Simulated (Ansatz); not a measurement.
Si14H22, a nanocrystal with a defect cut from the lattice of silicon (two caps of one atom removed), relaxed as a singlet with RKS PBE-D4/def2-SVP in Ansatz, starting from the GFN2-xTB geometry. Force threshold 0.03 eV/Å.

The restricted singlet is unstable towards broken spin symmetry in Hartree–Fock (as tested in another run); at PBE-D4/def2-SVP this wasn't settled.

Start:

```tsv
atom	x (Å)	y (Å)	z (Å)
Si1	-0.496	4.305	0.590
Si2	-3.220	-3.029	-0.532
Si3	-1.845	0.581	0.004
Si4	-0.998	-2.303	2.606
Si5	1.756	-0.803	0.161
Si6	3.204	2.882	0.751
Si7	0.392	-4.419	-0.376
Si8	-1.312	2.676	-0.850
Si9	1.366	3.759	1.865
Si10	-2.727	-0.975	-1.486
Si11	-1.498	-3.792	0.865
Si12	2.827	1.086	-0.670
Si13	1.476	-2.591	-1.304
Si14	-0.244	-0.483	1.369
H15	-0.190	5.536	-0.163
H16	-1.612	4.717	1.459
H17	-3.670	-4.045	-1.493
H18	-4.393	-2.859	0.342
H19	-2.933	0.788	0.996
H20	2.622	-1.351	1.238
H21	3.854	3.980	0.012
H22	4.241	2.469	1.713
H23	0.115	-5.501	-1.331
H24	1.307	-5.054	0.588
H25	-2.448	3.197	-1.632
H26	-0.295	2.419	-1.889
H27	1.781	4.928	2.658
H28	0.950	2.800	2.901
H29	-3.876	-0.422	-2.216
H30	-1.722	-1.186	-2.542
H31	-2.002	-5.034	1.506
H32	1.980	1.543	-1.788
H33	4.074	0.689	-1.347
H34	0.670	-2.104	-2.438
H35	2.749	-2.971	-1.932
H36	0.117	0.568	2.363
```

Estimate the energy that the relaxation releases and the steps that it takes.

14.9 kcal/mol, in 5 steps; 20 s on 2 threads of AMD EPYC 7R13 on a shared host and a share (18 GiB) of an NVIDIA H100 80GB HBM3. No frequencies were taken in this run, so the end may be a saddle point.

Does the start keep its bonding and symmetry?

By distances, no bond broke or formed. The bond that changes most is Si4–Si14, from 2.33 to 2.38 Å (atoms count from 1). Point group Cs at the start, Cs at the end, both within 0.05 Å.

Predict the relaxed structure.


Cartesian coordinates in Å:
```
Si -0.516 4.240 0.589
Si -3.187 -2.978 -0.510
Si -1.898 0.551 0.088
Si -0.979 -2.242 2.731
Si 1.766 -0.859 0.247
Si 3.175 2.820 0.749
Si 0.401 -4.359 -0.355
Si -1.280 2.592 -0.910
Si 1.329 3.674 1.938
Si -2.630 -0.953 -1.562
Si -1.473 -3.724 0.937
Si 2.750 1.041 -0.734
Si 1.424 -2.512 -1.386
Si -0.213 -0.391 1.447
H -0.141 5.459 -0.219
H -1.667 4.624 1.486
H -3.514 -4.069 -1.501
H -4.423 -2.725 0.319
H -3.080 0.821 0.992
H 2.752 -1.424 1.245
H 3.773 3.953 -0.050
H 4.215 2.362 1.742
H -0.014 -5.415 -1.351
H 1.422 -4.975 0.571
H -2.500 3.138 -1.614
H -0.234 2.320 -1.958
H 1.787 4.942 2.619
H 0.910 2.704 3.010
H -3.847 -0.379 -2.243
H -1.557 -1.150 -2.598
H -1.997 -5.020 1.521
H 1.874 1.508 -1.866
H 4.071 0.610 -1.328
H 0.576 -1.969 -2.505
H 2.759 -2.920 -1.958
H 0.167 0.705 2.417
```
Bond lengths: 16 × Si–Si 2.35 to 2.38 Å; 22 × H–Si 1.50 to 1.51 Å.
